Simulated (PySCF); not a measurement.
# Gas-phase XPS of `C1C[SiH2]C1`, computed

C3H8Si.
SMILES with atom numbers: `[CH2:1]1[CH2:2][SiH2:3][CH2:4]1`

Structure used (PBE0-D3(BJ)/def2-SVP), in Å, numbered top down from 1:
```
atom  x, y, z in Å
C1     0.7086    0.1992    0.7988
C2     0.8455   -0.8042   -0.3782
Si3   -0.9795   -0.4440   -0.7500
C4    -0.5037    1.0459    0.3238
H5     1.6200    0.7789    1.0232
H6     0.4427   -0.3445    1.7204
H7     1.4893   -0.3964   -1.1747
H8     1.2014   -1.8130   -0.1269
H9    -1.9246   -1.3887   -0.0759
H10   -1.4369   -0.2427   -2.1616
H11   -0.1760    1.8888   -0.3065
H12   -1.1688    1.4365    1.1065
```

Level of theory: delta-SCF UKS SCAN, pcX-2 on the ionised atom, pcseg-1 elsewhere, spin-free X2C (PySCF 2.14.0). These are vertical core ionisation energies against the vacuum level, from separate self-consistent calculations with and without the core hole.

Q: Give the core binding energies atom by atom.

A: 
```
atom(s)      bonded to     level  binding energy (eV)  2p1/2 (eV)  above the level's lowest (eV)  count
     C1    2 C and 2 H      C 1s               290.64           –                          +0.72      1
  C2/C4  C, 2 H and Si      C 1s               289.92           –                           0.00      2
    Si3    2 C and 2 H  Si 2p3/2               106.38      107.00                           0.00      1
    Si3    2 C and 2 H     Si 1s              1846.14           –                           0.00      1
```

Lowest listed C 1s: C2/C4, bonded to C, 2 H and Si. Highest, 0.72 eV above it: C1, bonded to 2 C and 2 H.

Q: Which effective nuclear charge Zeff reproduces each element's mean 1s value in the hydrogen-like formula E = 13.606 eV × Zeff²?

A: C (Z = 6): mean 290.2 eV, Zeff = 4.62, Z − Zeff = 1.38; Si (Z = 14): mean 1846.1 eV, Zeff = 11.65, Z − Zeff = 2.35. Means run over the listed sites, weighted by atom count.

Q: Which photon wavelength matches the C 1s of C1 threshold?

A: λ = hc/E = 12398.42 eV Å / 290.64 eV = 42.659 Å.

Atoms equivalent by their bonding share one computed value, that of the first of them. Spin–orbit coupling isn't in the SCF: each 2p doublet comes from a relaxed spin-free hole plus a matrix of the shell (mean-field spin–orbit coupling and the ground-state 2p splitting), with 2p3/2 averaged over its two sublevels. 2p1/2 minus 2p3/2 (ligand field included): Si 0.62 eV. Isolated species at its PBE0-D3(BJ)/def2-SVP geometry, gas phase.
